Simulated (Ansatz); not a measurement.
Relaxation of C$_{2}$H$_{6}$BNa (10 atoms, charge 0, multiplicity 1), to a largest force component of 0.02 eV/Å in at most 50 steps.

Theory: RKS r2SCAN-D4/def2-SVP (Ansatz).

```xyz
10
Properties=species:S:1:pos:R:3
C -0.429 1.166 -0.457
B -0.410 -0.424 -0.318
C 0.744 -0.846 0.701
Na -1.837 -1.878 -1.425
H 0.546 1.525 -0.796
H -0.593 1.624 0.522
H -1.174 1.592 -1.133
H 0.867 -1.915 0.885
H -0.994 -1.437 -0.344
H 1.710 -0.472 0.350
```

Q: Where does it end, and by what steps?

A: The run converged. After 15 steps the energy has fallen by 3.525 eV; Na4 moved furthest, 1.18 Å. Joined: C3–Na4.

```
step  energy less start (eV)  largest force component (eV/Å)  accepted
   0                  0.0000                           4.656       yes
   1                 -1.6026                           2.875       yes
   2                 -2.3510                           1.927       yes
   3                 -2.6561                           1.104       yes
   4                 -2.8988                           0.500       yes
   5                 -3.0744                           0.605       yes
   6                 -3.2331                           0.428       yes
   7                 -3.3662                           0.330       yes
   8                 -3.4624                           0.181       yes
   9                 -3.5013                           0.147       yes
  10                 -3.5164                           0.202       yes
  11                 -3.5236                           0.096       yes
  12                 -3.5247                           0.054       yes
  13                 -3.5248                           0.026       yes
  14                 -3.5249                           0.021       yes
  15                 -3.5249                           0.008       yes
```

```xyz
10
Properties=species:S:1:pos:R:3
C -0.489 1.265 -0.376
B -0.458 -0.263 0.067
C 0.734 -1.131 0.148
Na -0.733 -2.280 -1.378
H 0.506 1.649 -0.656
H -0.858 1.891 0.458
H -1.179 1.470 -1.215
H 0.725 -2.117 0.650
H -1.573 -0.788 0.303
H 1.756 -0.760 -0.018
```

Whether the end is a true minimum wasn't checked by a vibrational analysis.

The run took 47 s on 2 threads of Arm Neoverse V2 (shared host), peak memory 0.15 GiB.
